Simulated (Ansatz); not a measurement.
`F[Si](F)(F)[AlH2]`, relaxed with RKS PBE0-D4/def2-TZVP in the Gaussian-basis code of Ansatz from a PBE-D4/def2-SVP geometry. The force threshold is 0.005 eV/Å; the program also tests the step.

Charge 0, multiplicity 1.

Start:

```xyz
7

F     0.847   -1.571    1.366
Si    0.751   -0.669    0.011
F     0.619   -1.722   -1.228
F     2.201    0.064   -0.150
Al   -1.092    0.957    0.012
H    -2.077    1.052    1.265
H    -1.249    1.889   -1.276
```

Problem. By how much does the energy fall, and how many steps does the optimiser take? (An estimate is asked.)

Solution. Ansatz gave: 9.48 kJ/mol, in 5 steps.

Problem. Which bonds change most? (Estimate.)

Solution. Computed: Si2–F3 from 1.632 to 1.589 Å; Si2–F4 from 1.632 to 1.589 Å; F1–Si2 from 1.630 to 1.588 Å; Al5–H7 from 1.598 to 1.582 Å.

Problem. Give the relaxed structure. (Estimate.)

Solution. The calculation gave: 
```xyz
7

F     0.844   -1.548    1.330
Si    0.757   -0.673    0.008
F     0.639   -1.707   -1.193
F     2.174    0.030   -0.145
Al   -1.091    0.959    0.007
H    -2.061    1.047    1.253
H    -1.262    1.890   -1.260
```
